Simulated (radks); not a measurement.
Spin polarisation of the 3d1 shell in the scandium ion Sc+. Start: [Ar] 3d(up 0.5, down 0.5) 4s(up 0.5, down 0.5); electrons of 3d are moved from spin down to spin up, other shells keep equal spins. All-electron calculation, scalar-relativistic Kohn-Sham, BLYP, spin-polarised, spherical densities, finite nucleus; Fermi nuclear charge, rms radius of each element as measured or else 0.836 A^(1/3) + 0.57 fm. Program: a radial shooting solver on a logarithmic mesh with Libxc functionals.

moment (Bohr magnetons),E - E(0) (eV),e(3d up) (eV),e(3d down) (eV),4s down minus up (eV),3p down minus up (eV)
0,0.000,-9.903,-9.903,0.000,0.000
0.25,-0.011,-9.987,-9.814,0.067,0.204
0.5,-0.043,-10.063,-9.718,0.133,0.407
0.75,-0.097,-10.133,-9.616,0.199,0.609
1,-0.172,-10.195,-9.509,0.264,0.811

At moment 1 the spin-polarisation energy is -0.172 eV and the 3d exchange splitting 0.686 eV, that is 0.686 eV per Bohr magneton; E = -I m^2/4 would give I = 0.689 eV.
